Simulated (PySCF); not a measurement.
**Question.** Give a GFN2-xTB geometry of InChI=1S/C8H12F2O/c1-11-7-5-3-2-4-6(9)8(7)10/h6H,2-5H2,1H3/t6-/m1/s1.

**Answer.** 
```xyz
23
C8H12F2O angstrom
C      3.3204   -0.1513    0.3558
O      2.1792   -0.9399    0.0875
C      0.9386   -0.4428    0.3025
C      0.5879    0.7756    0.7178
F      1.5043    1.7621    0.9881
C     -0.8172    1.2505    0.9437
F     -1.4371    0.4794    1.9193
C     -1.6835    1.2594   -0.3189
C     -2.1531   -0.1298   -0.7468
C     -1.0299   -1.0740   -1.1689
C     -0.1115   -1.4776   -0.0119
H      4.1722   -0.7893    0.1259
H      3.3613    0.1481    1.4053
H      3.3512    0.7404   -0.2744
H     -0.7561    2.2626    1.3652
H     -1.1067    1.7302   -1.1169
H     -2.5639    1.8756   -0.1238
H     -2.7067   -0.5810    0.0787
H     -2.8456   -0.0097   -1.5832
H     -0.4383   -0.6168   -1.9646
H     -1.4872   -1.9792   -1.5737
H     -0.7119   -1.6774    0.8769
H      0.4285   -2.3881   -0.2735
```

Any rigid rotation of these coordinates is as good. Atoms count from 1 in this order. The 7 C–C bonds span 1.334 Å (C3=C4, drawn double) to 1.531 Å (C10–C11, drawn single), a spread of 0.197 Å. Of the pairs four or more bonds apart, C1···F5 is among the closest relative to their van der Waals radii: 2.71 Å, 86 % of the sum of Bondi's values. The 7-membered ring C3–C4–C6–C8–C9–C10–C11 has internal angles of 113.2° to 125.6°; it is puckered, 0.29 Å rms from its mean plane, widest ring torsion 81°. The C–O distances run from 1.354 Å (O2–C3, drawn single) to 1.413 Å (C1–O2, drawn single), a spread of 0.059 Å.

Bonds between heavy atoms (Å): C1–O2 1.413, O2–C3 1.354, C3=C4 1.334, C4–F5 1.373, C4–C6 1.500, C6–F7 1.389, C6–C8 1.531, C8–C9 1.528, C9–C10 1.527, C10–C11 1.531, C3–C11 1.507.

Computed geometry: GFN2-xTB, gas phase.

Point group: C1 (no symmetry element, even within 0.4 Å). Stationary, but not proved a minimum. The numbers are those of one conformer (C1–O2–C3–C4 3°, C3–C4–C6–F7 61°, C4–C6–C8–C9 76°, C6–C8–C9–C10 -65°, C8–C9–C10–C11 68°).
